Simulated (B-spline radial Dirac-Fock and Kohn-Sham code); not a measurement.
# Binding energies of Mn⁴⁺ in different valence configurations

These are calculated numbers from a radial B-spline solver; the model is relaxed Dirac-Fock hole states (ΔSCF) with Breit and QED corrections and a finite nucleus. Electron correlation is not included.

Reference: the tabulated ground configuration [Ar] 3d3, with 2s 851.7 eV, 2p1/2 730.7 eV, 2p3/2 720.5 eV, 3p1/2 123.2 eV, 3p3/2 121.8 eV, 3d 69.93 eV, Kα1 5895.5 eV, Kβ1 6494.2 eV.

**Question.** One of these configurations gives the following shifts from the reference, in eV: average energy +48.11, 2s +27.45, 2p1/2 +26.86, 2p3/2 +26.86, 3p1/2 +17.39, 3p3/2 +17.28, 3d +18.65, Kα1 -2.42, Kβ1 +7.16. Which?
A. [Ar] 3d1 4s2
B. [Ar] 3d2 4p1
C. [Ar] 3d2 4s1

**Answer.** A. The others give [Ar] 3d2 4s1: 2s +13.03; [Ar] 3d2 4p1: 2s +14.03.
